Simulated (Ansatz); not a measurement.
`O[Si](O)(F)[SiH2]F` → F• + `O[Si](O)(F)[SiH2]`•  (homolysis of the F–Si bond)

Gas-phase electronic energies from Ansatz, PBE0-D4/def2-TZVP geometries. CBS: MP2 limit from def2 TZ/QZ plus the TZ coupled-cluster correction, frozen cores. This one scheme is used for every species, atoms too. DFT in def2-TZVPP. Open shells (•) are unrestricted, without spin–orbit coupling. Spin–orbit coupling would lower the free atoms: a little for F. One conformer a species, not always the lowest.

`O[Si](O)(F)[SiH2]F`:

```xyz
10

O     0.935    1.700    0.143
Si   -0.045    0.464    0.567
O     0.615   -0.293    1.843
F    -1.469    1.091    0.938
Si   -0.350   -1.162   -1.090
F    -0.896   -0.427   -2.413
H     0.570    2.413   -0.385
H     1.049    0.226    2.523
H    -1.344   -2.191   -0.692
H     0.935   -1.821   -1.434
```

`O[Si](O)(F)[SiH2]`•:

Cartesian coordinates in Å:
```
O -0.680 1.323 1.067
Si 0.296 0.192 0.400
O 0.246 -1.106 1.376
F 1.776 0.793 0.337
Si -0.278 -0.362 -1.777
H -0.625 2.220 0.735
H 0.148 -0.957 2.319
H 0.743 -1.139 -2.526
H -1.628 -0.963 -1.930
```

**Question.** What is ΔE at CCSD(T)/CBS? (An estimate is asked.)

**Answer.** Ansatz gave: +625.5 kJ/mol.

**Question.** What do these levels give: revPBE-D4, CAM-B3LYP, CCSD/def2-SVP, CCSD(T)/def2-TZVPP, SCS-MP2/def2-QZVPP, HF/CBS(def2)? (An estimate is asked.)

**Answer.** The calculation gave: revPBE-D4 588.3, CAM-B3LYP 616.8, CCSD/def2-SVP 556.3, CCSD(T)/def2-TZVPP 603.2, SCS-MP2/def2-QZVPP 640.2, HF/CBS(def2) 465.8 kJ/mol.

Largest T1 diagnostic among the species: 0.014.

From BLYP to BHLYP (50 % exact exchange), in def2-TZVPP and without D4, ΔE moves by −25.6 kJ/mol: exact exchange takes away binding that semilocal exchange gives to molecules. In def2-TZVPP, CCSD(T) changes the Hartree–Fock value by +141.1 kJ/mol (the triples alone add +8.5 kJ/mol) and MP2 by +174.9 kJ/mol; breaking electron pairs costs correlation energy, which Hartree–Fock lacks. Leaving LDA and LC-ωPBE aside and taking each functional with its dispersion term where it has one, the values, not all of them listed here, spread over 36.4 kJ/mol, from r2SCAN0-D4 to ωB97M-V. LDA lies +86.5 kJ/mol from PBE without D4, its usual overbinding.
